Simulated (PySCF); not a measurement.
InCl₂, SMILES [Cl][In+][Cl], charge +1. Coordinates come from a PBE-D3(BJ)/def2-TZVP optimisation. The spin state was assumed, not searched. The isomer is the one that the SMILES or the coordinates give; other isomers of the formula were not compared. The def2 effective core potentials stand for the cores of In; spin–orbit coupling is left out.

Q: Give the equilibrium geometry at PBE-D3(BJ)/def2-TZVP (PySCF confirms it by a frequency run) as Cartesian coordinates in Å, and its point group. (The exact figures need the calculation; the answer reports its results.)

A: point group D∞h.
```xyz
3

In     0.0000     0.0000     0.0000
Cl     0.0000     0.0000    -2.2233
Cl     0.0000     0.0000     2.2233
```
Charge +1, spin multiplicity 1.
